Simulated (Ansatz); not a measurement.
`COC(=O)CC(=O)C(F)(F)F` + H₂O → `O=C(O)C(F)(F)F` + `COC(C)=O` at 600 K and 1 bar (formal hydrolysis of a C–C bond).

Calculated with Ansatz (gas phase, PBE0-D4/def2-TZVP geometries, no zero-point term in ΔE). CBS: MP2 limit from def2 TZ/QZ plus the TZ coupled-cluster correction, frozen cores. This one scheme is used for every species. Each species was taken in one conformer, which may not be the lowest.

```json
{"species": "`COC(=O)CC(=O)C(F)(F)F`", "CCSD(T)/CBS energy (Eh)": "-718.15663", "H − E (kJ/mol)": "372.0", "S (J/(mol·K))": "601.1"}
{"species": "H₂O", "CCSD(T)/CBS energy (Eh)": "-76.37941", "H − E (kJ/mol)": "76.8", "S (J/(mol·K))": "212.8"}
{"species": "`O=C(O)C(F)(F)F`", "CCSD(T)/CBS energy (Eh)": "-526.42912", "H − E (kJ/mol)": "158.1", "S (J/(mol·K))": "419.3"}
{"species": "`COC(C)=O`", "CCSD(T)/CBS energy (Eh)": "-268.11980", "H − E (kJ/mol)": "290.4", "S (J/(mol·K))": "407.6"}
```

H − E and S are ideal-gas, rigid-rotor, harmonic terms from PBE0-D4/def2-TZVP, for one conformer and one mirror image of each species. 1 Eh = 2625.50 kJ/mol, R = 8.31446 J/(mol·K).

Q: By hand: ΔE, ΔH, ΔS and ΔG.

A: ΔE = (-526.42912) + (-268.11980) − (-718.15663) − (-76.37941) = -0.01288 Eh = -33.8 kJ/mol. Δ(H − E) = 158.1 + 290.4 − 372.0 − 76.8 = -0.3, so ΔH = -34.1 kJ/mol. ΔS = 419.3 + 407.6 − 601.1 − 212.8 = 13.0 J/(mol·K). ΔG = -34.1 − 600 × (13.0)/1000 = -41.9 kJ/mol.

Q: By hand: the equilibrium constant, and the temperature at which ΔG would vanish if ΔH and ΔS stayed fixed.

A: log₁₀ K = −ΔG/(RT ln 10) = 3.6. ΔH and −TΔS have one sign here, so there is no such temperature.

The number of gas molecules stays the same, so ΔS is small and ΔH decides. A doubt of 5 kJ/mol in ΔE shifts log₁₀ K by 0.4 here. Other conformers and mirror images would add mixing entropy, several J/(mol·K) or more a flexible species. Modes under 60 cm⁻¹, often nearly free rotors, make the harmonic entropy too high. These are equilibria of isolated gas molecules and say nothing of rates. Largest T1 diagnostic: 0.014 (customary marks: 0.02 for closed shells, 0.045 for open ones).
